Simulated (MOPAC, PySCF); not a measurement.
[Zn(OH)2], neutral singlet in the gas phase. 

Cartesian coordinates (Å):
```xyz
5

Zn    -0.0115    -0.0407     0.0098
O     -0.9789     0.1684     1.4868
H     -1.3107     1.0807     1.5738
O      1.0803    -0.3300    -1.3634
H      0.6093    -0.7242    -2.1202
```
Charge 0, spin multiplicity 1.

All levels are single points at this geometry (TPSS-D3(BJ)/def2-SVP); Pople sets use spherical d functions. Orbital energies aren't observables, and empty levels follow the basis.

| level | HOMO (eV) | LUMO (eV) | gap (eV) | dipole (D) | vertical IE, Delta-SCF (eV) |
|---|---|---|---|---|---|
| TPSSh-D3(BJ)/def2-TZVP in PySCF | -7.45 | -1.49 | 5.97 | 1.86 | – |
| PBE/6-31G* (LANL2DZ on Zn) in PySCF | -6.11 | -1.78 | 4.33 | 1.90 | – |
| HF/STO-3G in PySCF | -4.71 | 6.64 | 11.35 | 1.11 | – |
| AM1 in MOPAC | -11.91 | 0.44 | 12.35 | 2.01 | – |
| PM3 in MOPAC | -12.00 | 0.01 | 12.02 | 1.90 | – |
| PM6 in MOPAC | -11.80 | -1.76 | 10.04 | 2.29 | – |
